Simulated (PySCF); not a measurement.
A structure optimised at PBE-D3(BJ)/def2-SVP, used in a PySCF frequency run:

```
Cd
N 1 2.0337
H 2 1.0306 1 111.14
H 2 1.0306 3 105.33 1 120.46
Se 1 2.4680 2 173.49 3 -121.52
H 5 1.4870 1 90.40 2 -180.00
```

Problem. Write its SMILES, formula and point group.

Solution. [NH2][Cd][SeH], CdH3NSe, Cs

Problem. What are its rotational constants (standard atomic weights)?

Solution. 120.86, 1.1787, 1.1747 GHz
